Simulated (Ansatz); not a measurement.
Consider the hydrogenolysis of the Sn–Si bond: `[SiH3][Sn]([SiH3])([Cl])[Cl]` + H₂ → `[SiH3][SnH]([Cl])[Cl]` + SiH₄.

Program: Ansatz. Geometries: PBE0-D4/def2-TZVP. ΔE: electronic, gas phase. CBS: MP2 limit from def2 TZ/QZ plus the TZ coupled-cluster correction, frozen cores. This one scheme is used for every species. Functionals use def2-TZVPP. Elements past krypton have def2 core potentials. For Sn outer-core shells are correlated without core-valence functions, which leaves a few kJ/mol of doubt a bond.

`[SiH3][Sn]([SiH3])([Cl])[Cl]`:

Z-matrix (Å, degrees):
```
Si
Sn 1 2.568
H 1 1.482 2 107.7
H 1 1.484 2 108.6 3 -120.1
H 1 1.484 2 108.7 3 120.1
Si 2 2.568 1 127.5 3 -180.0
Cl 2 2.345 1 105.6 3 -55.4
Cl 2 2.345 1 105.6 3 55.5
H 6 1.484 2 108.7 1 -59.7
H 6 1.482 2 107.7 1 -179.8
H 6 1.484 2 108.7 1 60.1
```

H₂:

Z-matrix (Å, degrees):
```
H
H 1 0.746
```

`[SiH3][SnH]([Cl])[Cl]`:

Z-matrix (Å, degrees):
```
Si
Sn 1 2.561
H 1 1.483 2 108.5
H 1 1.483 2 108.5 3 -120.1
H 1 1.481 2 107.1 3 119.9
Cl 2 2.332 1 107.6 3 -62.9
Cl 2 2.332 1 107.6 3 -176.4
H 2 1.703 1 123.2 3 60.3
```

SiH₄:

```xyz
5

Si    0.000    0.000    0.000
H     0.562    0.859    1.073
H    -1.423   -0.300    0.301
H     0.768   -1.268   -0.072
H     0.092    0.709   -1.301
```

(1) Is it downhill or uphill in electronic energy at CCSD(T)/CBS, and by how much? (Best estimate.)

(2) What do these levels give: LDA (SPW92), PBE-D4, revPBE-D4, BHLYP-D4, BLYP, HF/CBS(def2)? (An estimate is asked.)

(3) What do rigid-rotor, harmonic-oscillator terms from PBE0-D4/def2-TZVP frequencies (298.15 K, 1 bar) make of the CCSD(T)/CBS value? (Estimate.)

Largest T1 diagnostic among the species: 0.012.

Results:

(1) Computed: Uphill: ΔE = +4.5 kcal/mol.

(2) Computed: LDA (SPW92) 5.0, PBE-D4 6.8, revPBE-D4 7.1, BHLYP-D4 3.1, BLYP 2.5, HF/CBS(def2) -3.8 kcal/mol.

(3) The calculation gave: ΔZPE = +2.1 kcal/mol, ΔH = +5.1 kcal/mol, ΔS = 12 J/(mol·K), ΔG = +4.2 kcal/mol.

From PBE to PBE0 (25 % exact exchange), in def2-TZVPP and without D4, ΔE moves by −1.3 kcal/mol. The D4 term adds +3.0 kcal/mol with B3LYP and +1.7 kcal/mol with PBE0; it sums over pairs of atoms, weighted by their polarisabilities, and B3LYP, whose exchange is more repulsive, gets the larger term. In def2-TZVPP, CCSD(T) changes the Hartree–Fock value by +6.5 kcal/mol (the triples alone add +1.3 kcal/mol) and MP2 by +8.4 kcal/mol.

B3LYP here is the variant with VWN-RPA as its local correlation; programs differ in this.
